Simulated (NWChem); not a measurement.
Species: InF3; SMILES [F][In]([F])[F]

```xyz
4

In     0.0000     0.0000     0.0000
F     -0.8203    -1.7528     0.0000
F     -1.1078     1.5868     0.0000
F      1.9281     0.1660     0.0000
```
Atoms are numbered in this order, from 1.

Geometry: optimised at PBE0/def2-SVP. No frequency run checked for a minimum. def2 effective core potentials on In; no spin-orbit coupling.

Q: List the 4 lowest vertical singlet excitations from CAM-B3LYP/def2-SVPD with def2 effective core potentials on In, TDA (NWChem).

A: 
```
state  energy (eV)  oscillator strength  leading excitation (squared amplitude)
-----  -----------  -------------------  --------------------------------------
S1            6.24                0.000                    HOMO−2 → LUMO (0.97)
S2            6.25                0.000                    HOMO−3 → LUMO (0.97)
S3            6.25                0.000                    HOMO−4 → LUMO (0.97)
S4            6.30                0.062                      HOMO → LUMO (0.71)
```
